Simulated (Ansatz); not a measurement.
C2H6MoO3, SMILES `C[O][Mo]([CH3])(=[O])=[O]`. The species carries charge 0 and has multiplicity 1. Mo: def2 effective core potential.

```xyz
12

C    -1.9465   -0.8789   -0.9133
O    -0.7249   -0.8433   -0.2194
Mo    0.9444   -0.0632   -0.3256
C     1.2774    1.0154    1.4491
O     2.1856   -1.1909   -0.4216
O     1.0782    1.0438   -1.5804
H    -2.7608   -0.8427   -0.1857
H    -2.0189   -1.8120   -1.4778
H    -2.0388   -0.0319   -1.5987
H     1.2266    0.3295    2.2987
H     0.5139    1.7910    1.5509
H     2.2637    1.4831    1.4238
```

(1) What are the harmonic wavenumbers in cm⁻¹ at PBE0-D4/def2-TZVP (Ansatz, finite differences of forces, unscaled)? (Estimate.)

(2) Is this a minimum?

(3) Give the ideal-gas thermochemistry at 298.15 K and 1 bar (rigid rotor, harmonic oscillator; point group C1, symmetry number 1).

Answers

(1) Computed: 53, 79, 97, 137, 197, 205, 256, 283, 346, 565, 595, 669, 682, 1034, 1057, 1156, 1173, 1186, 1204, 1416, 1423, 1472, 1484, 1490, 3034, 3044, 3116, 3121, 3141, 3148.

(2) Yes, all 30 modes are real.

(3) Zero-point energy 220.5 kJ/mol; H(298) − E = 246.6 kJ/mol; entropy 396.8 J/(mol·K), of which translation 173.2, rotation 116.2, vibration 107.4; G(298) − E = 128.3 kJ/mol. Modes under 100 cm⁻¹ are hindered rotations or soft bends, so the harmonic entropy is rough.
